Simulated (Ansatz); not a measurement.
Cost and result for the atomization energy of `FC(F)(F)C1=CC(C(F)(F)F)=[O+][Ga-]([F])([Cl])[O]1` (17 atoms, 17 bonds).

```xyz
17

F     0.9451    2.0767    2.2412
C    -0.1272    2.2389    1.4707
F    -1.1966    2.3264    2.2535
F     0.0057    3.3766    0.8003
C    -0.3059    1.0736    0.4837
C     0.5978    0.0200    0.5021
C     0.4752   -1.0601   -0.3614
C     1.4998   -2.2042   -0.2895
F     2.1009   -2.3409   -1.4649
F     2.4296   -1.9804    0.6352
F     0.8781   -3.3398    0.0073
O    -0.4077   -1.2482   -1.2407
Ga   -1.8288   -0.0262   -1.6244
F    -1.4556    0.7157   -3.1534
Cl   -3.7139   -0.8836   -1.2008
O    -1.3096    1.2158   -0.2650
H     1.4131    0.0396    1.2062
```

Charge 0, multiplicity 1. Correlated methods include outer-core shells of Ga, which these sets cover unevenly. Scalar relativity is left out up to krypton. The geometry is a stationary point of PBE0-D4/def2-TZVP. Program: Ansatz. All runs use 11 threads of an AMD EPYC 7R13 on a shared host and a whole NVIDIA H100 80 GB. Times are those of one run each, without the atoms' runs, and a repeat can differ threefold. Electronic energies, without spin–orbit coupling; frozen cores. CCSD(T)/CBS adds CCSD(T) − MP2 in def2-TZVPP to the MP2 limit, and its time is that of the two runs behind it. T1 = 0.015. With those shells the extrapolation isn't a true limit. HSE06 is the plane-wave form, built on full-range PBE exchange.

CCSD(T)/CBS is a level of theory with its own doubt, some kJ/mol a heavy atom from the limit and from the frozen cores, so smaller differences don't rank the functionals.

```tsv
level	functions	atomization (kJ/mol)	difference from CCSD(T)/CBS	per bond
LDA (SPW92)/def2-TZVPP	538	9238.1	1705.5	100.3
r2SCAN-D4/def2-TZVPP (with forces)	538	7656.3	123.7	7.3
HSE06-D4/def2-TZVPP	538	7634.2	101.6	6.0
MP2/def2-QZVPP	987	7867.2	334.6	19.7
CCSD(T)/def2-SVP	251	7204.1	-328.5	-19.3
BHLYP-D4/def2-TZVPP	538	7056.9	-475.7	-28.0
PBE-QIDH/def2-TZVPP	538	7540.1	7.5	0.4
BLYP-D4/def2-TZVPP	538	7580.7	48.1	2.8
CCSD(T)/CBS(def2)	–	7532.6	0.0	0.0
ωB97M-V/def2-TZVPP (with forces)	538	7572.8	40.2	2.4
B97M-V/def2-TZVPP	538	7577.9	45.3	2.7
PBE0-D4/def2-TZVPP	538	7624.9	92.3	5.4
CCSD(T)/def2-TZVPP	538	7327.0	-205.6	-12.1
```

(1) Order the runs by time, with rough figures. (An estimate is asked.)

Answers

(1) The calculation gave: BLYP-D4/def2-TZVPP 1.9 s; LDA (SPW92)/def2-TZVPP 2 s; BHLYP-D4/def2-TZVPP 2.3 s; HSE06-D4/def2-TZVPP 2.4 s; r2SCAN-D4/def2-TZVPP (with forces) 2.5 s; B97M-V/def2-TZVPP 2.8 s; PBE0-D4/def2-TZVPP 3.2 s; PBE-QIDH/def2-TZVPP 3.5 s; ωB97M-V/def2-TZVPP (with forces) 4.1 s; CCSD(T)/def2-SVP 7 s; MP2/def2-QZVPP 8 s; CCSD(T)/def2-TZVPP 110 s; CCSD(T)/CBS(def2) 120 s.

From r2SCAN to r2SCAN0 (25 % exact exchange), in def2-TZVPP and without D4, the atomization energy moves by −281.5 kJ/mol: exact exchange takes away binding that semilocal exchange gives to molecules. In def2-TZVPP, CCSD(T) changes the Hartree–Fock value by +2249.4 kJ/mol (the triples alone add +203.0 kJ/mol) and MP2 by +2668.0 kJ/mol; breaking electron pairs costs correlation energy, which Hartree–Fock lacks. At CCSD(T), def2-SVP lies −328.4 kJ/mol from the extrapolated value and def2-TZVPP −205.6 kJ/mol: correlation converges slowly with the basis, and small sets miss more of it in the bonded molecule than in its fragments.
